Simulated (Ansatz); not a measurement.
Program: Ansatz. Geometries: PBE0-D4/def2-TZVP. ΔE: electronic, gas phase. CCSD(T)/CBS adds triple-zeta CCSD(T) − MP2 to the extrapolated MP2 energy (def2 sets, frozen cores). This one scheme is used for every species. Functionals use def2-TZVPP. For Ge outer-core shells are correlated without core-valence functions, which leaves a few kJ/mol of doubt a bond. Scalar relativity is left out up to krypton. One conformer a species, not always the lowest.

Reaction (formal exchange of groups at a Ge–O bond): `C[O][GeH2][OH]` + `C#C` → `C#[C][GeH2][OH]` + CH₃OH

`C[O][GeH2][OH]`:

Cartesian coordinates in Å:
```
C -0.913 -0.289 -1.335
O -0.176 -0.749 -0.228
Ge 0.362 0.412 1.003
O 1.639 -0.412 1.900
H -1.939 -0.011 -1.060
H -0.968 -1.098 -2.066
H -0.442 0.577 -1.821
H 0.876 1.663 0.257
H -0.735 0.711 2.032
H 2.296 -0.804 1.319
```

`C#C`:

Cartesian coordinates in Å:
```
C -0.585 0.083 -0.093
C 0.585 -0.083 0.093
H -1.627 0.232 -0.258
H 1.627 -0.232 0.258
```

`C#[C][GeH2][OH]`:

Cartesian coordinates in Å:
```
C -1.718 -0.144 1.576
C -0.846 -0.183 0.745
Ge 0.511 -0.304 -0.567
O 1.156 1.347 -0.707
H -2.487 -0.099 2.312
H -0.091 -0.759 -1.907
H 1.612 -1.270 -0.097
H 1.862 1.412 -1.355
```

CH₃OH:

Cartesian coordinates in Å:
```
C -0.051 -0.036 0.351
O -0.352 0.348 -0.971
H -0.888 0.280 0.974
H 0.857 0.448 0.730
H 0.060 -1.122 0.455
H 0.374 0.082 -1.539
```

```
         level  ΔE (kJ/mol)  difference from CCSD(T)/CBS
        B97M-V         24.1                          3.5
      BHLYP-D4         24.0                          3.4
        revPBE         14.9                         -5.7
          BLYP         23.0                          2.4
       r2SCANh         21.8                          1.2
   HF/def2-SVP         23.4                          2.8
  MP2/def2-SVP         26.4                          5.8
 CCSD/def2-SVP         26.6                          6.0
MP2/def2-TZVPP         18.5                         -2.1
MP2/def2-QZVPP         19.4                         -1.2
   CCSD(T)/CBS         20.6                            0
```

Largest T1 diagnostic among the species: 0.013.

Leaving LDA and LC-ωPBE aside and taking each functional with its dispersion term where it has one, the values, not all of them listed here, spread over 9.4 kJ/mol, from HSE06-D4 to CAM-B3LYP-D4. LDA lies +4.2 kJ/mol from PBE without D4. At CCSD(T), def2-SVP lies +5.9 kJ/mol from the extrapolated value and def2-TZVPP −1.1 kJ/mol. In def2-TZVPP, CCSD(T) changes the Hartree–Fock value by −5.0 kJ/mol (the triples alone add −0.2 kJ/mol) and MP2 by −6.0 kJ/mol.
